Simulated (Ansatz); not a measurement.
Species: BNH, charge -1, singlet. BNH- (SMILES B=[N-]).
B3LYP-D3(BJ)/def2-TZVP minimum from Ansatz (a quantum-chemistry and plane-wave program):
```
B
N 1 1.2612
H 1 1.1843 2 180.00
```
Charge -1, spin multiplicity 1.

Total energies in aug-cc-pVTZ, 10 correlated electrons, 2 frozen orbitals. Open shells are spin-unrestricted; no spin-orbit coupling. Correlated methods leave the cores frozen. No relativity.

```tsv
method	program	energy (Eh)	minus CCSDT(Q) (mEh)
HF	Ansatz	-79.70378	352.41
MP2	Ansatz	-80.03440	21.79
CCSD	Ansatz	-80.03522	20.98
CCSD(T)	Ansatz	-80.05455	1.64
CCSDT(Q)	Ansatz	-80.05619	0.00
```

Rough core times of Ansatz's runs on a shared machine: CCSD(T) under 20 s, CCSDT(Q) 10 min.
